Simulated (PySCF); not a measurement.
**Structure elucidation problem**

The spectra below were simulated for a compound C$_{5}$H$_{10}$BFO$_{2}$.

1H NMR (400 MHz, computed): δ 6.10 (m, 1H), 6.02 (m, 1H), 5.19 (m, 2H), 3.52 (s, 3H), 1.87 (s, 3H).

13C{1H} NMR (computed): δ 145.1 (C), 139.1 (CH2), 87.9 (CH2), 48.1 (CH3), 23.1 (CH3).

[PySCF: shielding tensors at HF/pcSseg-1 (GIAO); geometry: PBE0-D3(BJ)/def2-SVP; gas phase; rapidly exchanging positions averaged; a single conformation; relativity neglected]

Scale: 1H (σref 31.69), 13C (σref 190.85) vs TMS (reference shieldings calculated alike).

Task: Deduce the structure.

Result: 
1. 5 carbon signals for 5 carbons: no two carbons are equivalent.
2. Carbon types of the structure: 1 × C, 2 × CH2, 2 × CH3, which accounts for all hydrogens.
3. δC 145.1: fully substituted alkene carbon; as expected for a trigonal carbon in a double bond.
4. δC 139.1: terminal =CH2 carbon; as expected for a trigonal carbon in a double bond.
5. δC 87.9: sp3 CH2 bonded to F and O; 2 electronegative neighbours deshield it.
6. δC 48.1: methyl carbon bonded to O; pulled downfield by the heteroatom.
7. δC 23.1: allylic methyl carbon; aliphatic region, no heteroatom directly attached.
8. δH 5.19: hydrogen on an sp3 CH2 bonded to F and O; its carbon carries F and O, hence the downfield position.
9. δH 1.87: hydrogen on an allylic methyl carbon; allylic position.

The compound is `C=C(C)B(OC)OCF`.

The data come from this structure; uniqueness wasn't tested.

A carbon bonded to boron is broadened by the quadrupolar boron nucleus and is often missing from a measured spectrum. Splittings by 19F in the carbon and heteronuclear signals aren't shown, as no couplings were computed. Shifts are as computed. Against solution values, carbons near 30 ppm lie about -0 ppm off and those near 130 ppm about +7 ppm. Of 1211 compounds with measured shifts, 218 miss one by over three times the rms of a fit or turn the order of signals round; such compounds aren't used in these exercises. Multiplicities follow the n + 1 count of equivalent neighbours, as no J values were calculated; m marks all less simple cases, F and P coupling included.
